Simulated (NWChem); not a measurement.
GeSe, singlet; SMILES [Ge]=[Se]

```xyz
2

Ge     0.0000     0.0000    -1.1028
Se     0.0000     0.0000     1.0376
```
Atoms are numbered in this order, from 1.

Low-valent species are run as closed-shell singlets; no triplet was tried in these runs. The geometry was optimised at PBE0-D3(BJ)/def2-TZVP.

List the 4 lowest vertical singlet excitations from PBE0/aug-cc-pVDZ, TDA (NWChem).


```json
[
 {"state": "S1", "energy (eV)": "3.47", "oscillator strength": "0.000", "leading excitation (squared amplitude)": "HOMO−1 → LUMO (0.26)"},
 {"state": "S2", "energy (eV)": "3.73", "oscillator strength": "0.000", "leading excitation (squared amplitude)": "HOMO−1 → LUMO+1 (0.26)"},
 {"state": "S3", "energy (eV)": "3.73", "oscillator strength": "0.000", "leading excitation (squared amplitude)": "HOMO−1 → LUMO (0.26)"},
 {"state": "S4", "energy (eV)": "4.04", "oscillator strength": "0.015", "leading excitation (squared amplitude)": "HOMO−2 → LUMO (0.99)"}
]
```
